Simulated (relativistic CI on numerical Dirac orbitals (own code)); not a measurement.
## Radial parameters of Bi16+

Method of calculation: Dirac-Coulomb-Breit CI, KLI orbitals optimised for each configuration, a model potential for QED, unscaled Slater integrals (own radial code, finite nucleus).

Slater integrals F^k, G^k are unscaled and averaged over j, outside the closed core [Kr] 4d10; ζ comes from projecting the Hamiltonian with its Breit term on Σ l·s of the shell.

- 4f¹⁴5s²5p⁵: ζ(5p) = 162450 cm⁻¹; <r>(5p) = 0.8599, <r^2>(5p) = 0.8259 (bohr units).
- 4f¹⁴5s²5p⁴5d: F^2(5p,5p) = 124050, ζ(5p) = 163230, F^2(5p,5d) = 113300, G^1(5p,5d) = 140210, G^3(5p,5d) = 89368, ζ(5d) = 16164 cm⁻¹; <r>(5p) = 0.8588, <r^2>(5p) = 0.8239, <r>(5d) = 0.9727, <r^2>(5d) = 1.061 (bohr units).
- 4f¹³5s²5p⁶: ζ(4f) = 12400 cm⁻¹; <r>(4f) = 0.4255, <r^2>(4f) = 0.2131 (bohr units).

In this model ζ of a weakly bound d, f or g electron outside closed shells comes out too small, for d by up to a factor of two or three and at times with the wrong sign; that of an outer p electron is too small as well.

Averages of the first 10 configurations, taken without configuration mixing, which lowers the lowest level and can move excited configurations by several eV; other configurations of the list can lie among them:

```csv
Configuration,Parity,States,Average energy above the lowest level (eV)
4f¹⁴5s²5p⁵,odd,6,10.9
4f¹⁴5s5p⁶,even,2,85.2
4f¹⁴5s²5p⁴5d,even,150,97.8
4f¹³5s²5p⁶,odd,14,98.2
4f¹⁴5s5p⁵5d,odd,120,169.9
4f¹⁴5s²5p⁴5f,odd,210,186.6
4f¹⁴5s²5p⁴5g,even,270,251.7
4f¹⁴5s5p⁵5f,even,168,259.2
4f¹⁴5s²5p⁴6s,even,30,165.9
4f¹⁴5p⁶5d,even,10,247.6
```
